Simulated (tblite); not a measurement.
C9H14Si.
SMILES with atom numbers: `[CH2:1]=[C:2]([CH3:3])[C:4]1=[CH:5][SiH2:6][C@H:7]2[CH2:8][C@@H:9]1[CH2:10]2` (hydrogens: H11, H12 on C1; H13, H14, H15 on C3; H16 on C5; H17, H18 on Si6; H19 on C7; H20, H21 on C8; H22 on C9; H23, H24 on C10)

Computed with GFN2-xTB (tblite), gas phase: L-BFGS steps from a force-field or distance-geometry start until the largest atomic force falls under 0.01 eV/Å.

Step 17: E = -763.9147 eV
```
atom  x, y, z in Å  |  force x, y, z in eV/Å
C1      2.3622   -1.4798   -0.2860   -0.002  -0.015   0.000
C2      1.9002   -0.2414   -0.1666    0.011  -0.010   0.004
C3      2.7945    0.9544   -0.3033    0.016   0.017   0.024
C4      0.4804    0.0273    0.1355    0.034  -0.037  -0.052
C5      0.1100    0.8324    1.1390    0.021  -0.041  -0.059
Si6    -1.7119    1.1049    1.4728   -0.049  -0.018  -0.034
C7     -2.3992    0.0214    0.0740   -0.057  -0.047  -0.034
C8     -1.6213    0.3492   -1.2102   -0.061   0.023   0.034
C9     -0.5496   -0.6466   -0.7305    0.004  -0.005  -0.010
C10    -1.6552   -1.3232    0.0988   -0.042   0.017   0.023
H11     1.7284   -2.3401   -0.1636   -0.047  -0.035  -0.002
H12     3.4029   -1.6810   -0.4755    0.011   0.007  -0.034
H13     3.7875    0.6609   -0.6334    0.006  -0.012   0.001
H14     2.8838    1.4677    0.6518    0.020   0.031   0.034
H15     2.3763    1.6609   -1.0174   -0.024   0.010  -0.033
H16     0.8796    1.2838    1.7483   -0.033   0.044   0.047
H17    -2.1084    2.5055    1.2858    0.001   0.012   0.012
H18    -2.1368    0.5967    2.7819    0.010   0.008   0.011
H19    -3.4849   -0.0283   -0.0146    0.019   0.019   0.013
H20    -2.1338   -0.0065   -2.1058    0.048   0.013   0.017
H21    -1.3031    1.3799   -1.3641    0.020  -0.006   0.013
H22    -0.0745   -1.2549   -1.5006    0.043  -0.007  -0.010
H23    -1.3652   -1.7302    1.0669    0.016   0.019   0.005
H24    -2.1735   -2.0932   -0.4757    0.034   0.014   0.029
```

Step 18: E = -763.9158 eV
```
atom  x, y, z in Å  |  force x, y, z in eV/Å
C1      2.3610   -1.4812   -0.2870    0.003  -0.009   0.001
C2      1.9017   -0.2420   -0.1659   -0.009  -0.019  -0.018
C3      2.7946    0.9550   -0.3029    0.009   0.005   0.021
C4      0.4820    0.0264    0.1339    0.001  -0.022  -0.021
C5      0.1099    0.8313    1.1370    0.004  -0.020  -0.040
Si6    -1.7132    1.1031    1.4698   -0.025   0.012   0.004
C7     -2.3999    0.0201    0.0725   -0.042  -0.033  -0.017
C8     -1.6203    0.3512   -1.2100   -0.052   0.002   0.038
C9     -0.5499   -0.6472   -0.7304    0.009   0.003  -0.016
C10    -1.6548   -1.3238    0.1013   -0.022   0.025   0.001
H11     1.7268   -2.3416   -0.1655   -0.045  -0.020  -0.003
H12     3.4010   -1.6824   -0.4772    0.032  -0.003  -0.035
H13     3.7874    0.6619   -0.6331    0.017  -0.011   0.001
H14     2.8831    1.4678    0.6526    0.021   0.035   0.027
H15     2.3753    1.6604   -1.0181   -0.018   0.003  -0.018
H16     0.8768    1.2857    1.7482   -0.034   0.032   0.034
H17    -2.1113    2.5043    1.2846    0.007  -0.002   0.011
H18    -2.1385    0.5959    2.7798    0.014   0.010   0.002
H19    -3.4854   -0.0269   -0.0127    0.010   0.003  -0.009
H20    -2.1316   -0.0006   -2.1078    0.048   0.007   0.018
H21    -1.2992    1.3824   -1.3613    0.005  -0.036   0.025
H22    -0.0745   -1.2547   -1.5009    0.034  -0.014  -0.012
H23    -1.3610   -1.7281    1.0703    0.000   0.036  -0.016
H24    -2.1717   -2.0972   -0.4697    0.033   0.017   0.024
```

Task: Estimate the geometry and energy of step 19. (The exact step hangs on the optimiser's Hessian estimate; all steps are aligned on step 18, rigid shifts and turns removed.)

Result: E = -763.9165 eV, largest force 0.052 eV/Å
```
atom  x, y, z in Å  |  force x, y, z in eV/Å
C1      2.3604   -1.4824   -0.2877    0.007  -0.009  -0.002
C2      1.9026   -0.2426   -0.1658   -0.012  -0.019  -0.025
C3      2.7948    0.9555   -0.3023    0.002  -0.004   0.012
C4      0.4830    0.0255    0.1325   -0.016  -0.004   0.005
C5      0.1100    0.8303    1.1353   -0.014   0.003  -0.015
Si6    -1.7144    1.1021    1.4679    0.001   0.023   0.022
C7     -2.4009    0.0190    0.0716   -0.019  -0.008   0.005
C8     -1.6205    0.3524   -1.2092   -0.019  -0.014   0.026
C9     -0.5501   -0.6475   -0.7307    0.009   0.004  -0.015
C10    -1.6548   -1.3236    0.1028    0.005   0.020  -0.013
H11     1.7251   -2.3428   -0.1667   -0.030  -0.002  -0.006
H12     3.4004   -1.6833   -0.4789    0.029  -0.010  -0.031
H13     3.7875    0.6623   -0.6329    0.015  -0.006   0.004
H14     2.8830    1.4684    0.6536    0.018   0.028   0.010
H15     2.3744    1.6600   -1.0188   -0.008  -0.008   0.002
H16     0.8745    1.2873    1.7487   -0.041   0.015   0.014
H17    -2.1130    2.5037    1.2840    0.010  -0.008   0.009
H18    -2.1392    0.5955    2.7787    0.016   0.011  -0.004
H19    -3.4858   -0.0261   -0.0118   -0.015  -0.010  -0.023
H20    -2.1294    0.0030   -2.1087    0.035   0.000   0.008
H21    -1.2967    1.3833   -1.3591   -0.005  -0.041   0.032
H22    -0.0739   -1.2548   -1.5013    0.018  -0.012  -0.009
H23    -1.3586   -1.7262    1.0720   -0.007   0.042  -0.019
H24    -2.1701   -2.0992   -0.4658    0.023   0.007   0.012
```

The energy changes by -0.0007 eV. The first-order estimate −F·Δx gives -0.0010 eV and the mean of the old and new forces, exact on a quadratic surface, -0.0007 eV. The step makes an angle of 62° with the force vector and moves no atom by more than 0.005 Å.

The cost below is that of the whole relaxation. Time: 2.0 s. Hardware: Arm Neoverse N1, one thread, no GPU, shared host with 64 logical CPUs at a one-minute load of 56.
